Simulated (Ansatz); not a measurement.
Reaction (substitution at a C–C bond): `FCC(F)I` + `B[NH][GeH3]` → `B[N]([GeH3])CF` + `FCI`

Computed with Ansatz on PBE0-D4/def2-TZVP structures; ΔE is electronic, products minus reactants. CCSD(T)/CBS is the MP2 limit (def2-TZVPP, def2-QZVPP) plus CCSD(T) − MP2 in def2-TZVPP, frozen cores. DFT in def2-TZVPP. B3LYP here is the variant with VWN-RPA as its local correlation; programs differ in this. def2 core potentials past Kr. For Ge, I outer-core shells are correlated without core-valence functions, which leaves a few kJ/mol of doubt a bond. Scalar relativity is left out up to krypton. One conformer a species, not always the lowest.

Is it downhill or uphill in electronic energy at CCSD(T)/CBS, and by how much? (Estimate.)

Computed: Uphill: ΔE = +0.22 eV.

What do these levels give: ωB97X-V, PBE, B3LYP, HF/def2-QZVPP, SCS-MP2/def2-QZVPP, MP2/CBS(def2)? (An estimate is asked.)

Computed: ωB97X-V 0.19, PBE 0.21, B3LYP 0.20, HF/def2-QZVPP 0.20, SCS-MP2/def2-QZVPP 0.21, MP2/CBS(def2) 0.23 eV.

Largest T1 diagnostic among the species: 0.013.
